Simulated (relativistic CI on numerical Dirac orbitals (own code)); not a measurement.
Pd³⁺: M2,3 absorption edge

Computed with this model: Dirac-Coulomb-Breit CI, KLI orbitals optimised for each configuration, QED by a radiative potential, multiplet model of core-to-valence dipole absorption, unscaled Slater integrals; configurations [Kr] 4d7 → [Ne] 3s2 3p5 3d10 4s2 4p6 4d8; 80 K; Lorentzian 2 eV and Gaussian 0.4 eV FWHM. Energies are those of the free ion, without screening or charge transfer. The branching ratio is the share of the lower-energy edge in the whole absorption, uncertain by about 0.02 where the edges overlap. S is read from ⟨S²⟩ = S(S + 1).

Field parameters in Wybourne normalisation: D4h B²₀ = −7Ds, B⁴₀ = 21(Dq − Dt), B⁴₄ = 21√(5/14) Dq; Oh B⁴₀ = 21Dq, B⁴₄ = √(5/14) B⁴₀; Td as Oh with Dq negative (B⁴₀ = 21Dq, B⁴₄ = √(5/14) B⁴₀). The field is a parameter set, without covalency.

Computed curve for Td, 10Dq = -11800 cm⁻¹, scaled to 100 at the maximum (points under 2 are left out and the grid is thinned):

(Energy (eV), Intensity): (530.75, 2.1), (531.25, 2.4), (531.50, 2.6), (532.00, 3.0), (532.25, 3.3), (532.75, 3.9), (533.25, 4.7), (533.50, 5.2), (534.00, 6.6), (534.25, 7.4), (534.75, 9.6), (535.25, 13.0), (535.50, 15.4), (536.00, 22.5), (536.25, 27.7), (536.75, 44.0), (537.00, 56.0), (537.50, 85.2), (538.00, 100.0), (538.25, 95.0), (538.75, 70.7), (539.00, 58.1), (539.50, 38.8), (540.00, 27.3), (540.25, 23.6), (540.75, 18.3), (541.00, 16.4), (541.50, 13.0), (542.00, 10.1), (542.25, 8.8), (542.75, 6.7), (543.00, 5.9), (543.50, 4.7), (544.00, 3.8), (544.25, 3.4), (544.75, 2.9), (545.00, 2.7), (545.50, 2.3), (546.00, 2.0), (562.75, 2.1), (563.25, 2.6), (563.50, 3.0), (564.00, 4.1), (564.50, 5.9), (564.75, 7.3), (565.25, 11.5), (565.50, 14.5), (566.00, 22.0), (566.25, 24.8), (566.75, 24.5), (567.25, 17.8), (567.50, 14.3), (568.00, 9.3), (568.25, 7.8), (568.75, 5.8), (569.25, 4.9), (569.50, 4.5), (570.00, 3.6), (570.25, 3.1), (570.75, 2.3)

The ground state has S = 1.49, and the centroid lies at 543.95 eV.
